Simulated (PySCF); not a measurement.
An unknown is described by computed data only.

Elements present: C, Cl, H and Si. Monoisotopic mass: 147.9070 u.

- NMR, other nuclei: isotropic shieldings of nuclei other than C and H, by class: 318 (1 Si), 813 (3 Cl) ppm [GIAO PBE0/pcSseg-1]
- Dipole: 1.99 D [PBE0/pcSseg-1]
- 13C NMR: chemical shifts (computed TMS as zero) by class: 13.9 (1 C) ppm [GIAO PBE0/pcSseg-1]
- 1H NMR: chemical shifts (computed TMS as zero) by class: 0.85 (3 H) ppm [GIAO PBE0/pcSseg-1]
- Rotational structure: rotational constants A, B, C: 1.755, 1.754, 1.323 GHz [GFN2-xTB]

Electronic properties: PySCF, gas phase, density fitting. Levels stand in brackets. Isolated species at its GFN2-xTB geometry, gas phase. NMR classes are plain means over equivalent atoms (diastereotopic ones count apart unless rotation or inversion swaps them), as if these changed places fast.

**Question.** Which formula fits the mass and the elements?

**Answer.** CH3Cl3Si (calculated 147.9070). No other formula that holds each of these elements comes within 0.0003 u with a fitting electron parity and a possible valence count.

**Question.** Give a SMILES that accounts for the data.

**Answer.** Numbering: `[CH3:1][Si:2]([Cl:3])([Cl:4])[Cl:5]`. Its formula, CH3Cl3Si, gives 0 degrees of unsaturation, so no ring and no π bond. The one carbon: Si-methyl carbon [C1] (13.9 ppm). All hydrogens form one class (0.85 ppm): methyl hydrogen. The other shieldings belong to: 318 ppm, chlorine-bound silicon [Si2]; 813 ppm, silicon-bound chlorine [Cl3/Cl4/Cl5]. The optimised geometry has point group C3v and is an oblate symmetric top (the spread among constants that symmetry makes equal is optimisation noise). Structure: `C[Si](Cl)(Cl)Cl` (MeSiCl3). The assignments are read from this structure; whether some other isomer fits the data as well wasn't checked.
